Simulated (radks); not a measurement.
Problem. The mean radii <r> (bohr) of the occupied orbitals of an atom or ion are listed with their occupations. Calculated with a radial shooting solver on a logarithmic mesh with Libxc functionals: scalar-relativistic Kohn-Sham, PBE, spin-polarised, spherical densities, finite nucleus; Fermi nuclear charge, rms radius of each element as measured or else 0.836 A^(1/3) + 0.57 fm.

orbital  occ.      <r>
1s up       1  0.02074
1s down     1  0.02074
2s up       1  0.08810
2s down     1  0.08810
2p up       3  0.07807
2p down     3  0.07807
3s up       1   0.2299
3s down     1   0.2298
3p up       3   0.2289
3p down     3   0.2288
3d up       5   0.2080
3d down     5   0.2078
4s up       1   0.5184
4s down     1   0.5185
4p up       3   0.5493
4p down     3   0.5495
4d up       5   0.5943
4d down     5   0.5951
5s up       1    1.250
5s down     1    1.261
5p up       3    1.464
5p down     3    1.482
4f up       7   0.7832
4f down     3   0.8060
6s up       1    3.627
6s down     1    3.622
6p up       1    4.872

Name the element and its charge. Open shells, if any, are filled with parallel spins first.

Solution. Z = 67, holmium, charge 0: Ho in [Xe] 4f10 6s2 6p1. The 1s radius gives Z: for a bare nucleus <r> = (2 gamma + 1)/(2Z) with gamma = sqrt(1 - (Z/c)^2), 0.02048 bohr for Z = 67, and screening makes it slightly larger (0.02074 here). The occupations add up to 67, and the charge is Z minus that.
